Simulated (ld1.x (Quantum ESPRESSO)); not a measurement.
## Logarithmic derivatives: germanium, TM

* Element: Ge
* Generator: ld1.x (Quantum ESPRESSO) 7.5
* Type: norm-conserving Troullier–Martins (Kleinman–Bylander form)
* Functional: PBE
* Relativity: scalar-relativistic
* Frozen core: [Ar]
* Valence charge: 14
* Reference configuration: 3d10 4s2 4p2
* Partial waves: 4s (bound): rc 1.20 bohr; 4p (bound): rc 1.60 bohr; 3d (bound): rc 0.65 bohr
* Local potential: the d channel
* Core correction: Bessel-smoothed model core inside 0.60 bohr

The phase is arctan(r·u′/u) with u = r·R(r), unwrapped; energies in Ry, scanned from -4 to 5 Ry. A pole is an energy at which the radial function vanishes at the test radius. The pseudo phase is shifted by a multiple of π to meet the all-electron one at the reference energy, and phase errors are pseudo minus all-electron; the curves can meet again beyond the range given. Levels narrower than the energy grid can be missing from the lists of poles.

For each channel, where are the poles, and over which energies does the pseudopotential scatter like the atom?

```tsv
channel	radius (bohr)	reference energy (Ry)	poles, all-electron	poles, pseudo	unbroken range about the reference energy with phases within 0.05 rad	phase error 1 Ry above the reference energy (rad)
s	1.76	-0.86	4.12	-0.28	below -0.5	-3.011
p	1.76	-0.29	none	4.23	below 1.3	-0.026
d	1.76	-2.15	-1.93	-1.93	the whole range	+0.000
```

Note: ghost states, extra bound levels that the all-electron valence spectrum of the same l lacks: s at -551.0 eV, p at -391.0 eV, s at -3.5 eV. A true bound ghost makes a file unfit for plane-wave use.

Phases in the d channel:

```
E (Ry)  all-electron  pseudo
 -4.00         1.265   1.265
 -3.76         1.249   1.249
 -3.52         1.228   1.228
 -3.28         1.199   1.199
 -3.04         1.155   1.156
 -2.80         1.077   1.077
 -2.56         0.877   0.877
 -2.32        -0.124  -0.123
 -2.08        -1.384  -1.384
 -1.84        -1.628  -1.627
 -1.60        -1.720  -1.719
 -1.36        -1.772  -1.771
 -1.12        -1.808  -1.808
 -0.88        -1.838  -1.838
 -0.64        -1.865  -1.865
 -0.40        -1.891  -1.891
 -0.16        -1.917  -1.917
  0.08        -1.944  -1.944
  0.32        -1.974  -1.973
  0.56        -2.007  -2.006
  0.80        -2.045  -2.044
  1.04        -2.089  -2.087
  1.28        -2.141  -2.139
  1.52        -2.204  -2.201
  1.76        -2.281  -2.278
  2.00        -2.379  -2.375
  2.24        -2.503  -2.497
  2.48        -2.662  -2.654
  2.72        -2.861  -2.850
  2.96        -3.097  -3.083
  3.20        -3.350  -3.335
  3.44        -3.592  -3.577
  3.68        -3.800  -3.787
  3.92        -3.967  -3.956
  4.16        -4.098  -4.088
  4.40        -4.201  -4.192
  4.64        -4.282  -4.275
  4.88        -4.347  -4.340
```
